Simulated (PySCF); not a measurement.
CH3ClFIn, SMILES [CH3][In]([F])[Cl]. Atoms are numbered in the order given.

```xyz
7

In     0.0567    -0.2389     0.0821
F     -1.4342    -1.4235    -0.4608
Cl    -0.3952     1.9677    -0.6367
C      1.7801    -0.9516     1.1583
H      2.4547    -0.1008     1.3607
H      2.2835    -1.7124     0.5332
H      1.4300    -1.4095     2.1020
```

Geometry optimised at PBE-D3(BJ)/def2-SVP. The def2 effective core potentials stand for the cores of In; spin–orbit coupling is left out.

The numbers are results of PBE-D3(BJ)/def2-SVP (PySCF), not measurements.

Frequencies are harmonic and unscaled.

```json
[
 {"mode": "1", "ν (cm⁻¹)": "20", "IR (km/mol)": "0.0", "Raman (Å⁴/amu)": "0.0", "depolarisation": "–", "moving atoms (share of kinetic energy)": "H 98 %"},
 {"mode": "2", "ν (cm⁻¹)": "90", "IR (km/mol)": "2.5", "Raman (Å⁴/amu)": "3.8", "depolarisation": "0.73", "moving atoms (share of kinetic energy)": "C 41 %, Cl 22 %, H 20 %, In 15 %"},
 {"mode": "3", "ν (cm⁻¹)": "113", "IR (km/mol)": "8.7", "Raman (Å⁴/amu)": "0.3", "depolarisation": "0.75", "moving atoms (share of kinetic energy)": "In 33 %, F 24 %, C 21 %, H 12 %, Cl 10 %"},
 {"mode": "4", "ν (cm⁻¹)": "130", "IR (km/mol)": "18.0", "Raman (Å⁴/amu)": "2.0", "depolarisation": "0.74", "moving atoms (share of kinetic energy)": "F 67 %, Cl 16 %, In 12 %"},
 {"mode": "5", "ν (cm⁻¹)": "350", "IR (km/mol)": "35.4", "Raman (Å⁴/amu)": "17.3", "depolarisation": "0.20", "moving atoms (share of kinetic energy)": "Cl 77 %, In 18 %"},
 {"mode": "6", "ν (cm⁻¹)": "491", "IR (km/mol)": "12.9", "Raman (Å⁴/amu)": "29.6", "depolarisation": "0.19", "moving atoms (share of kinetic energy)": "C 68 %, H 16 %, In 11 %"},
 {"mode": "7", "ν (cm⁻¹)": "584", "IR (km/mol)": "54.1", "Raman (Å⁴/amu)": "5.5", "depolarisation": "0.30", "moving atoms (share of kinetic energy)": "F 83 %, In 15 %"},
 {"mode": "8", "ν (cm⁻¹)": "709", "IR (km/mol)": "26.7", "Raman (Å⁴/amu)": "0.1", "depolarisation": "0.75", "moving atoms (share of kinetic energy)": "H 85 %, C 14 %"},
 {"mode": "9", "ν (cm⁻¹)": "732", "IR (km/mol)": "41.7", "Raman (Å⁴/amu)": "1.5", "depolarisation": "0.75", "moving atoms (share of kinetic energy)": "H 85 %, C 15 %"},
 {"mode": "10", "ν (cm⁻¹)": "1127", "IR (km/mol)": "3.0", "Raman (Å⁴/amu)": "17.1", "depolarisation": "0.17", "moving atoms (share of kinetic energy)": "H 83 %, C 17 %"},
 {"mode": "11", "ν (cm⁻¹)": "1375", "IR (km/mol)": "2.7", "Raman (Å⁴/amu)": "9.8", "depolarisation": "0.75", "moving atoms (share of kinetic energy)": "H 95 %"},
 {"mode": "12", "ν (cm⁻¹)": "1378", "IR (km/mol)": "3.0", "Raman (Å⁴/amu)": "7.4", "depolarisation": "0.75", "moving atoms (share of kinetic energy)": "H 95 %"},
 {"mode": "13", "ν (cm⁻¹)": "3001", "IR (km/mol)": "0.3", "Raman (Å⁴/amu)": "153.5", "depolarisation": "0.00", "moving atoms (share of kinetic energy)": "H 98 %"},
 {"mode": "14", "ν (cm⁻¹)": "3123", "IR (km/mol)": "0.1", "Raman (Å⁴/amu)": "96.9", "depolarisation": "0.75", "moving atoms (share of kinetic energy)": "H 90 %, C 10 %"},
 {"mode": "15", "ν (cm⁻¹)": "3137", "IR (km/mol)": "0.1", "Raman (Å⁴/amu)": "83.8", "depolarisation": "0.75", "moving atoms (share of kinetic energy)": "H 90 %, C 10 %"}
]
```
